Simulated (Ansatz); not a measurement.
## Ligand exchange: C2H3F3 + BH(CH3)I → C2H3F2I + BH(CH3)F

Gas-phase species: C2H3F3 (1,1,2-trifluoroethane) `FCC(F)F`, singlet; BH(CH3)I, singlet; C2H3F2I `FCC(F)I`, singlet; BH(CH3)F, singlet. The partners trade F for I: C–F and B–I bonds give way to C–I and B–F.

Shapes, held fixed at every level: PBE0-D4/def2-TZVP. Flexible molecules stand in one conformer, not always the lowest. Programs: Ansatz 0.2.0. The zero-point and thermal change to 298 K, harmonic and unscaled (PBE0-D4/def2-TZVP), is -0.5 kJ/mol.

| level | kind | ΔH(298 K) (kJ/mol) | less CCSD(T)/def2-TZVPP |
| --- | --- | --- | --- |
| HF/def2-SVP | Hartree–Fock | -43.5 | +27.9 |
| BHLYP-D4/def2-TZVPP | global hybrid | -71.5 | -0.1 |
| PBE0-D4/def2-TZVPP | global hybrid | -67.4 | +4.0 |
| wB97X-V/def2-TZVPP | range-separated hybrid | -68.9 | +2.5 |
| B2PLYP/def2-TZVPP | double hybrid | -75.3 | -3.9 |
| MP2/def2-SVP | perturbation theory | -64.3 | +7.1 |
| CCSD(T)/def2-TZVPP | coupled cluster or CI | -71.4 | 0.0 |

The highest level, CCSD(T)/def2-TZVPP, gives ΔH(298 K) = -71.4 kJ/mol; the levels span -75.3 to -43.5. The column of differences is taken from that level and isn't an error. No measured value is set beside it here. For atoms past krypton def2 sets carry core potentials with scalar relativity. Outer-core shells of I are correlated, in sets that cover them unevenly.
